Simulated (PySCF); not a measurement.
# Relaxation of singlet LuOCl

Level of theory: PBE/[Lu def2-SVP with ECP28, O def2-SVP, Cl def2-SVP], scalar-relativistic core potentials, density fitting, no spin–orbit coupling, PySCF. A (50,194) grid was used.

A start displaced from a saddle point along its imaginary mode, of Cs symmetry, held to at least that symmetry:

```xyz
3
charge 0 multiplicity 1, angstrom
Lu    0.0041    0.0390   -0.2632
O    -0.0259   -0.2487   -2.0716
Cl   -0.0085   -0.0814    2.2643
```

Optimiser trace:
| step | E − E(last) (kJ/mol) | largest gradient (Eh/bohr) |
| --- | --- | --- |
| 0 | 56.00 | 0.01644 |
| 1 | 53.05 | 0.00753 |
| 2 | 36.60 | 0.01510 |
| 3 | 21.16 | 0.03397 |
| 4 | 14.86 | 0.02003 |
| 5 | 4.36 | 0.01420 |
| 6 | 1.84 | 0.01756 |
| 7 | 0.47 | 0.00939 |
| 8 | 0.00 | 0.00044 |
| 9 | 0.00 | 0.00019 |

It ends at Cs with Lu–Cl 2.419 Å, Lu–O 1.799 Å; Cl–Lu–O 111.0°. No frequency check is given, so it may be a saddle point.

Final geometry:
```xyz
3
charge 0 multiplicity 1, angstrom
Lu    0.0683    0.6564   -0.3227
O    -0.0610   -0.5864   -1.6170
Cl   -0.0376   -0.3610    1.8692
```

Stability towards spin polarisation was not tested.

The relaxation took about 2 core-minutes on a shared host.
